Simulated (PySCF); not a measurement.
Isomers of H6Si3. All species are isolated molecules in the gas phase. Strings in code marks are SMILES.

Quantity: vertical ionisation energy (energy after one electron is removed minus that of the parent at the parent's geometry), in eV.

Case: `[SiH2]=[SiH][SiH3]`. Geometry of `[SiH2]=[SiH][SiH3]` (neutral, multiplicity 1, Å):

```xyz
9

Si     2.0642    -0.2797     0.3690
Si     0.2546     0.8255     0.3116
Si    -1.6980    -0.1661    -0.4250
H      3.3570     0.2628     0.8175
H      2.1106    -1.6929    -0.0390
H      0.2588     2.2400     0.7288
H     -2.7399    -0.1421     0.6251
H     -2.2308     0.5207    -1.6223
H     -1.3765    -1.5682    -0.7656
```

Q: Give the vertical ionisation energy (energy after one electron is removed minus that of the parent at the parent's geometry) at the level B3LYP/6-31G* // CAM-B3LYP-D3(BJ)/def2-TZVP (PySCF).

A: 7.81 eV.
